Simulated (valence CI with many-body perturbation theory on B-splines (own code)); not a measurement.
Results of a calculation; reference values are marked as such.
# Hyperfine factors and g values of Rb XXIV

Level of theory: valence CI with perturbative core correlation (CI+MBPT): four valence electrons over a frozen Dirac-Fock core [Ne], a basis of 11 s, 11 p, 10 d, 8 f, 5 g, 2 h functions for each j, with the one-electron correlation potential Σ1, the two-electron term Σ2, the three-electron term Σ3, Breit, model QED; selected CI, second order for the rest, scaled by the run's own slope (own B-spline code, finite nucleus).

No measured levels were compared; by estimate levels of excited configurations hold to 0.05 to 0.15 % of their energy, terms of the ground configuration to about 0.5 %. Among the levels kept, up to 740 cm⁻¹ of a level comes from second order outside the variational space, and about a tenth of that is noise between levels of different J, which matters for small intervals.

A/g_I is the dipole constant over the nuclear g factor μ/I (μ in nuclear magnetons, uniformly magnetised nucleus), B/Q the quadrupole constant per barn. Both hold the static response of the core; the bare values leave it out. Large factors of s and p1/2 electrons are usually good to 5 to 10 %; those of open d and f shells near neutrality can be off by tens of per cent, and small factors of p3/2, d and f electrons come from cancelling terms and can be off by a factor of two or in sign, in half-filled shells by more. B is blank for J = 1/2, where it vanishes, and for nearly pure S terms. Energies count from the lowest level. Levels with J = 0 are left out.

Names give the largest LS component (configuration and term), which can be under half, so a name can repeat, a term be missing and a line seem to break the LS rules; names also repeat where a configuration has a term twice. Letters in brackets count levels of one name in rising energy.

```tsv
Level	E (cm⁻¹)	g	A/g_I (MHz)	A/g_I bare	B/Q (MHz/b)	B/Q bare
3s2.3p2 3P_1	79973	1.499	-1860	-1120	16600	16100
3s2.3p2 3P_2	107700	1.284	35900	35100	8340	8110
3s2.3p2 1D_2	210990	1.212	21100	20800	24600	23900
3s.3p3 5S°_2	501750	1.915	84600	82700	5130	4990
3s.3p3 3D°_1	610620	0.717	-41500	-39700	25400	24700
3s.3p3 3D°_2	623310	1.289	58300	56500	36300	35300
3s.3p3 3D°_3	654040	1.331	75800	73400	-3980	-3820
3s.3p3 1D°_2	724910	1.179	25300	25100	-29300	-28400
3s.3p3 3P°_1	729080	1.338	87600	84800	-27100	-26300
3s.3p3 3P°_2	793770	1.139	61400	59400	-14600	-14000
3s2.3p.3d 3F°_2	832020	0.818	27900	27100	11000	11000
3s.3p3 3S°_1	834000	1.589	-6520	-4780	1440	1410
3s2.3p.3d 3F°_3	859070	1.092	18700	18600	20100	20000
3s2.3p.3d 3P°_2 [a]	919290	1.302	7070	7500	10200	10300
3s2.3p.3d 3D°_1	924100	0.943	-9310	-8170	6430	6410
3s2.3p.3d 3F°_4	930760	1.248	9060	9320	40100	39500
3s.3p3 1P°_1	945930	1.189	-27800	-25800	-1880	-1800
3s2.3p.3d 3D°_2	994360	1.056	6720	7060	-6780	-6460
3s2.3p.3d 3D°_3	1006300	1.285	17200	17300	-7370	-6930
3s2.3p.3d 3P°_1	1014600	1.235	3240	4010	-16400	-16100
3s2.3p.3d 3P°_2 [b]	1028900	1.286	26000	25700	-23100	-22500
3s2.3p.3d 1F°_3	1086300	1.035	12300	12300	31900	31600
3s2.3p.3d 1P°_1	1120100	0.975	-2160	-1600	4970	5020
3p4 3P_2	1198400	1.375	31400	31300	711	801
3s.3p2.3d 5F_1	1219900	0.160	-56200	-54000	718	900
3s.3p2.3d 5F_2	1235500	1.091	17500	17500	8220	8210
3s.3p2.3d 5F_3	1258000	1.319	35700	35100	15700	15700
3s.3p2.3d 3P_1 [a]	1277800	1.403	30800	30700	-11100	-10900
3s.3p2.3d 5D_2 [a]	1296800	1.189	47000	45800	-30800	-29900
3s.3p2.3d 5F_4	1298000	1.364	37000	36400	16300	16400
3s.3p2.3d 5D_3	1307800	1.342	50200	49100	-18300	-17600
3s.3p2.3d 5D_1	1311400	1.464	23500	23800	-15900	-15500
3s.3p2.3d 5D_2 [b]	1312700	1.218	25000	24900	-28100	-27300
3s.3p2.3d 5D_4	1328900	1.387	51000	49900	9880	9770
```

Problem. Take the isotope of mass number 87, with I = 3/2, μ = 2.75129 μN, leaving out the quadrupole term. What is the hyperfine structure of 3s.3p3 5S°_2?

Solution. From the table A = 155000 MHz. Shifts from the centre of gravity in MHz: F = 1/2: -698000, F = 3/2: -465000, F = 5/2: -77500, F = 7/2: 465000.
